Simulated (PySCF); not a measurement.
Gas-phase reaction: Ga2H6 + N2 = 2 GaNH2 + H2

Method: PySCF energies plus ideal-gas RRHO corrections (1 bar). † marks an energy on the PBE0/def2-TZVP geometry and frequencies; other levels use their own. MP2 and CCSD(T) freeze the core. 6-31G* has spherical d functions here. All species are closed-shell singlets. Ga: all electrons, no relativistic terms. Ga2H6, GaNH2: computed as isolated molecules; such fragments, hydroxides, amides, oligomers or adducts are transient or little studied in the gas. MP2 isn't extrapolated to the basis-set limit; its ΔH°(298 K) is 90.9 kJ in def2-SVP and 52.4 kJ in def2-TZVPP. CCSD(T) isn't extrapolated to the basis-set limit; its ΔH°(298 K) is 82.4 kJ in def2-SVP and 56.9 kJ in def2-TZVPP. The harmonic model lacks anharmonicity and excited electronic states, which grow with temperature; levels with a mode under 35 cm⁻¹ are left out.

```tsv
level	ΔE electronic, kJ	ΔH°(298 K), kJ	ΔS°(298 K), J/K	ΔG°(1600 K), kJ
CCSD(T)/def2-TZVPP†	30	57	145	-167
HF/6-31G*	54	87	142	-131
MP2/def2-SVP†	64	91	145	-133
PBE/def2-TZVP†	-29	-2	145	-226
PBE0/def2-SVP†	4	32	145	-193
PBE0/def2-TZVP	-12	15	145	-209
LDA/def2-TZVP†	-14	14	145	-210
ωB97X-V/def2-TZVP†	23	50	145	-174
```
ΔH° is lowest at PBE/def2-TZVP† and highest at MP2/def2-SVP†. No reference value is set beside these.
